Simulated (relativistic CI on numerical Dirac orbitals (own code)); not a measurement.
# Forbidden lines of Ir²⁷⁺

Method of calculation: Dirac-Coulomb-Breit CI, orbitals from a KLI potential per configuration, a model potential for QED, unscaled Slater integrals (own radial code, finite nucleus).

CI space (outside the closed core [Ar] 3d10 4p6 4d10): 4s2 4f4, 4s2 4f3 5s, 4s2 4f2 5s2, 4s2 4f3 5p, 4s2 4f2 5s 5p, 4s2 4f3 5d, 4s2 4f2 5p2, 4s2 4f2 5s 5d, 4s2 4f2 5p 5d, 4s2 4f3 5f, 4s2 4f3 6s, 4s2 4f3 6p, 4s 4f3 5s2. Levels of other configurations are missing.

```
λ vac (nm)              Lower              Upper  Type   A (s⁻¹)        gf  Branching (%)
    108.12   4s2 4f4 5I_4 [1]  4s2 4f4 5G_4 [18]    M1  1.87e+02  2.95e-07           11.9
    125.17   4s2 4f4 5I_4 [1]  4s2 4f4 5F_4 [16]    M1  1.97e+02  4.17e-07           24.3
    136.95   4s2 4f4 5I_5 [2]  4s2 4f4 5G_4 [18]    M1  4.25e+02  1.08e-06           27.2
    163.99   4s2 4f4 5I_6 [3]  4s2 4f4 5F_5 [21]    M1  2.18e+02  9.68e-07           33.2
    177.75   4s2 4f4 5I_5 [2]  4s2 4f4 3G_5 [15]    M1  1.80e+02  9.40e-07           32.8
    189.43   4s2 4f4 5I_4 [1]   4s2 4f4 3G_4 [7]    M1  7.77e+02  3.76e-06           85.9
    197.59   4s2 4f4 5I_5 [2]  4s2 4f4 3K_6 [13]    M1  1.05e+03  7.95e-06           84.6
    234.90   4s2 4f4 5F_1 [6]  4s2 4f4 5F_2 [19]    M1  5.43e+02  2.24e-06           41.6
    251.16   4s2 4f4 5I_6 [3]  4s2 4f4 3L_7 [14]    M1  6.23e+02  8.84e-06           69.5
    251.89   4s2 4f4 3G_4 [7]  4s2 4f4 5G_4 [18]    M1  4.21e+02  3.61e-06           26.9
    286.63   4s2 4f4 5I_6 [3]  4s2 4f4 3K_6 [13]    M1  1.89e+02  3.03e-06           15.3
    294.34   4s2 4f4 5I_7 [5]  4s2 4f4 3M_8 [17]    M1  2.23e+02  4.92e-06           39.4
    328.33  4s2 4f4 5G_2 [10]  4s2 4f4 3G_3 [20]    M1  7.29e+02  8.24e-06           65.9
    338.64  4s2 4f4 3L_7 [14]  4s2 4f4 3L_8 [25]    M1  3.06e+02  8.94e-06           66.9
    356.87   4s2 4f4 5I_7 [5]  4s2 4f4 3L_7 [14]    M1  2.72e+02  7.79e-06           30.3
    391.80   4s2 4f4 5F_2 [4]  4s2 4f4 5G_3 [12]    M1  3.05e+02  4.92e-06           69.1
    402.38  4s2 4f4 5G_3 [12]  4s2 4f4 5G_4 [18]    M1  4.74e+02  1.04e-05           30.3
    403.48   4s2 4f4 5I_8 [8]  4s2 4f4 3M_8 [17]    M1  3.40e+02  1.41e-05           60.2
    513.67   4s2 4f4 5I_4 [1]   4s2 4f4 5I_5 [2]    M1  3.94e+02  1.72e-05          100.0
    636.05   4s2 4f4 5I_5 [2]   4s2 4f4 5I_6 [3]    M1  2.47e+02  1.95e-05          100.0
```

Terms are leading LS components. Brackets give the number of a level in order of energy, since labels repeat. The list gives strong lines, with weight on those to low levels, among the lowest 200 of 2889 levels, so that lines to higher ones, which can be the strongest, are missing. Levels whose partners in the same complex of configurations lie outside the list can be far off, and so can their lines. Rates are taken at the computed energies, electric ones in the length gauge.

At this charge energies of transitions that change n are usually good to better than 1 %, and those within a shell (Δn = 0) to a few per cent. Terms inside the open d or f shell come out 10 to 20 % too wide with unscaled integrals.

LS names give the leading component of a level, which can be under half, so a name can repeat, a term be missing and a line seem to break the LS rules.
